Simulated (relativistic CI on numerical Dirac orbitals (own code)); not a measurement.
## Hyperfine structure of Sr16+, mass number 87

Calculated at this level of theory: Dirac-Coulomb-Breit CI, separate exchange-only KLI orbitals for each configuration, model QED (radiative potential, 1s self-energy scaled to tabulated hydrogen-like ionisation energies), unscaled Slater integrals (own radial code, finite nucleus).

Configuration list (outside the closed core [Ne]): 3s2.3p6.3d4, 3s2.3p5.3d5, 3s.3p6.3d5, 3s2.3p6.3d3.4s, 3s2.3p6.3d3.4p, 3s2.3p6.3d3.4d, 3s2.3p6.3d3.4f, 3s2.3p5.3d4.4s, 3s2.3p6.3d2.4s.4p, 3s2.3p6.3d3.5s, 3s2.3p6.3d3.5p, 3p6.3d6, 3p5.3d7, 3s2.3p6.3d2.4s2, 3s2.3p6.3d.4s2.4p, 3s2.3p6.3d.4s2.4d, 3s2.3p6.3d.4s2.4f, 3s2.3p6.3d2.4p2, 3s2.3p6.3d.4s.4p2, 3s2.3p6.3d.4p3, 3s2.3p6.3d.4p2.4d, 3s2.3p6.3d.4p2.4f. Double excitations out of closed p, d and f shells are left out; levels of such configurations are missing from the list, as are those of other unlisted configurations, and high levels can miss mixing partners. These lack a partner that the ground configuration has and come out too high: 3s2.3p5.3d4.4s.

Nuclear spin I = 9/2, μ = -1.09316 μN, Q = 0.305 b (tables of Stone and Pyykkö). The electronic factors are computed for point nuclear moments, without core polarisation or the Bohr-Weisskopf and QED corrections.

| Level | E (cm⁻¹) | A (MHz) | B (MHz) |
| --- | --- | --- | --- |
| 3s2.3p6.3d4 5D_1 | 3697.4 | -150.7 | 648 |
| 3s2.3p6.3d4 5D_2 | 8793.0 | -333.9 | 422 |
| 3s2.3p6.3d4 5D_3 | 14329.1 | -513.3 | -450 |
| 3s2.3p6.3d4 5D_4 | 19914.5 | -675.3 | -1900 |
| 3s2.3p6.3d4 3H_4 | 65011.9 | -1172 | 935 |
| 3s2.3p6.3d4 3H_5 | 72997.0 | -1028 | 1210 |
| 3s2.3p6.3d4 3P_1 | 74295.4 | -595 | -107 |
| 3s2.3p6.3d4 3G_3 | 76288.4 | -1168 | 111 |

Levels with J = 0, under 50 % of one LS term, or S terms without an open s electron are left out. Small factors come from cancelling terms and can be off by tens of per cent or more.

At this charge energies of transitions that change n are usually good to better than 1 %, and those within a shell (Δn = 0) to a few per cent. Terms inside the open d or f shell come out 10 to 20 % too wide with unscaled integrals.

Task: Give the hyperfine levels of 3s2.3p6.3d4 5D_3 relative to its centre of gravity.

Result: With K = F(F + 1) − I(I + 1) − J(J + 1), E = AK/2 + B[¾K(K + 1) − I(I + 1)J(J + 1)]/[2I(2I − 1)J(2J − 1)]: F = 3/2: 8263, F = 5/2: 7073, F = 7/2: 5382, F = 9/2: 3162, F = 11/2: 380.3, F = 13/2: -3005, F = 15/2: -7041 MHz.

LS names give the leading component of a level, which can be under half, so a name can repeat, a term be missing and a line seem to break the LS rules.
